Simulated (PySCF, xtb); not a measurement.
## Isomers of C3H3BO in order of energy

5 gas-phase structures of C3H3BO, found in a search over its isomers (lower ones may exist). Each was relaxed with GFN2-xTB:

A. `CC#CB=O`, a singlet
B. `O=BC1C=C1`, a singlet
C. `O=BC1=CC1`, a singlet
D. `C#CCB=O`, a singlet
E. `C=C=CB=O`, a singlet

Q: Which do you expect lowest at r2SCAN-D4/def2-SVP, and how would the others follow?

A: Calculated order at r2SCAN-D4/def2-SVP: A (0.0), E (25.5), D (65.6), C (100.3), B (125.8) kJ/mol.

Energies above the lowest of each column, in kJ/mol; the last columns are at PBE0-D3(BJ)/def2-SVP geometries and were run for some of them only (a dash: not run or not comparable):

```csv
structure,GFN2-xTB,HF/STO-3G,r2SCAN-D4/def2-SVP,PBE0-D3(BJ)/def2-SVP,CCSD(T)/def2-SVP + ΔMP2/def2-TZVPP
A,0.0,0.0,0.0,0.0,0.0
E,42.6,94.1,25.5,22.6,30.1
D,43.1,61.5,65.6,56.2,49.5
C,98.6,139.3,100.3,–,–
B,124.1,173.2,125.8,–,–
```

Every level run on A puts it lowest or level with the lowest. Flexible structures stand in one conformer each, not always the lowest. Frequencies (PBE0-D3(BJ)/def2-SVP) were run for A, D, E alone. ΔMP2 is the change of the MP2 energy from the smaller to the larger basis.

Over these structures GFN2-xTB departs from r2SCAN-D4/def2-SVP by 8.3 kJ/mol on average once a common shift is removed. A GFN2-xTB relaxation took about 0.042 s and the r2SCAN-D4/def2-SVP energy about 7.8 s on a shared host (PySCF 2.14.0, xtb 6.7.1).
